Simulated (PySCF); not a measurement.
Structure with atom numbers: `[CH3:1][C:2]#[C:3][CH2:4][C:5](=[O:6])[SiH2:7][CH2:8][Cl:9]`. Hydrogens are named by the atom that carries them.

- structure optimised with GFN2-xTB
- GIAO PBE0/pcSseg-1 shieldings
- code: PySCF 2.14.0 with density-fitted response routines
- no relativistic terms, one computed conformer, rapidly exchanging positions averaged, in vacuum

δ = σ(ref) − σ, references computed at the same level: $^{13}$C (186.93 ppm) against TMS.

Do the $^{13}$C shifts follow the atomic charges (in e)? Tabulate both.

## Answers


```
atoms  hybridisation  δ (ppm)  σ para (ppm)  Hirshfeld    IAO  Mulliken  ESP-fitted
   C5            sp2    244.2          -313      +0.09  +0.15     -0.03       +0.49
   C2             sp     92.2          -173      -0.04  -0.03     -0.26       +0.08
   C3             sp     77.7          -157      -0.07  -0.10     -0.14       -0.20
   C4            sp3     44.0          -110      -0.07  -0.33     -0.12       -0.34
   C8            sp3     29.1           -95      -0.13  -0.52     -0.49       -0.52
   C1            sp3      4.7           -72      -0.09  -0.44     -0.19       -0.55
```

Correlation coefficients of δ with charge over these carbons: Hirshfeld +0.97, IAO +0.89, Mulliken +0.56, ESP-fitted +0.96; with the paramagnetic shielding -1.00. With so few points, grouped by hybridisation, these coefficients are fragile. Charge is one influence among several: hybridisation and low-lying excitations act through the paramagnetic term.

Carbons that carry Cl, above all several Cl atoms, come out too deshielded, partly because spin–orbit coupling is missing. Shifts are as computed. Against solution values, carbons near 30 ppm lie about +3 ppm off and those near 130 ppm about +5 ppm; carbons on Cl a further +6 ppm. Of 1211 compounds with measured shifts, 218 miss one by over three times the rms of a fit or turn the order of signals round; such compounds aren't used in these exercises.
